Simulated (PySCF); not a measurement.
C₃H₁₂Si₃, SMILES [SiH3]C([SiH3])(C=C)[SiH3].

The structure is a stationary point at PBE-D3(BJ)/def2-SVP. The structure was generated by enumeration, and PubChem lists no compound with its InChIKey, so it may never have been made. Other conformers were not sampled.

Two levels are set side by side: TDA-PBE/def2-SVPD (PySCF) and TDA-ωB97X/def2-SVPD (PySCF). Vertical, same geometry. The lowest singlet is HOMO→LUMO+1 99 % with PBE and HOMO→LUMO 90 % with the other functional; states are paired by order. Differences are taken from unrounded values.

| quantity | TDA-ωB97X | TDA-PBE | TDA-PBE minus TDA-ωB97X |
|---|---|---|---|
| lowest singlet excitation (eV) | 6.85 | 5.57 | -1.28 |
| lowest triplet excitation (TDA) (eV) | 4.16 | 4.07 | -0.10 |
| first bright state (f over 0.05) (eV) | 6.85 | 5.91 | -0.95 |
| its oscillator strength | 0.36 | 0.11 | -0.25 |

Functionals without exact exchange tend to place singlet excitations lower, as here. Differences between two approximate levels are no errors against the true value.

Rough cost on one machine, each run with all the roots and properties that it gave: TDA-ωB97X against TDA-PBE about 5 times.
